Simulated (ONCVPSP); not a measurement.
What one change does to a pseudopotential (Fe, ONCV)

* Element: Fe (Z = 26)
* Generator: ONCVPSP 4.0.1
* Type: optimised norm-conserving Vanderbilt (ONCV)
* Functional: PBE
* Relativity: scalar-relativistic
* Frozen core: [Ne]
* Valence charge: 16
* Reference configuration: 3s2 3p6 3d6 4s2
* Partial waves: 3s+4s: rc 1.35 bohr, ncon 4, nbas 8, qcut 11.1 1/bohr, 2 projectors; 3p: rc 1.05 bohr, ncon 4, nbas 8, qcut 14.7 1/bohr, 1 projector; 3d: rc 1.05 bohr, ncon 4, nbas 8, qcut 12.9 1/bohr, local
* Local potential: the d channel
* Core correction: none

All-electron outer shells of the reference configuration (PBE, scalar-relativistic, ld1.x):

```
shell  level (eV)  outermost node (bohr)  outermost maximum (bohr)
   2p     -698.45                      –                      0.18
   3s      -94.02                   0.33                      0.70
   3p      -60.04                   0.30                      0.72
   3d       -7.50                      –                      0.71
   4s       -5.29                   1.00                      2.41
```

Change: s: rc 1.2.

Cutoffs: the cutoffs (Ha) at which the residual kinetic energy of the hardest occupied pseudo-wave falls to 1 and 0.1 mHa per electron; they do not see the model core or the augmentation charge, which bear on the density cutoff. Errors are all-electron minus pseudo energies relative to the spin-unpolarised reference configuration.

Q: How do hardness, ghosts and transferability respond?

A: The potential gets neither clearly harder nor softer (72 Ha and 83 Ha → 72 Ha and 83 Ha); a bound ghost appears in s, which as a rule spoils a file; of the 4 tests that both files solve, the error grows in 0 and shrinks in 1 by more than 15 % and 0.3 meV (median size 0.5 → 0.3 meV).

```tsv
quantity	base	changed
cutoff, loose	72 Ha	72 Ha
cutoff, tight	83 Ha	83 Ha
loose cutoff by channel	s 36 Ha, p 51 Ha, d 72 Ha	s 42 Ha, p 51 Ha, d 72 Ha
bound ghosts	none	s
GHOST(+) flags under 300 eV	none	none
error for 3s2 3p6 3d6 4s1, meV [ΔE 8.73 eV]	-0.3	-0.3
error for 3s2 3p6 3d6 4s0, meV [ΔE 24.93 eV]	+0.7	+0.3
error for 3s2 3p6 3d5 4s0, meV [ΔE 59.16 eV]	-17	-16
error for 3s2 3p6 3d6 4s1.5, meV [ΔE 3.48 eV]	-0.2	-0.2
p: phases at 1.07 bohr within 0.05 rad from the reference energy up to (Ha; the scan ends near 5)	to the end of the scan	to the end of the scan
d: phases at 1.07 bohr within 0.05 rad from the reference energy up to (Ha; the scan ends near 5)	3.4	3.4
```

 A true bound ghost makes a file unfit for plane-wave use even where its test errors are small: the radial tests pick states by their node count and pass the ghost by.
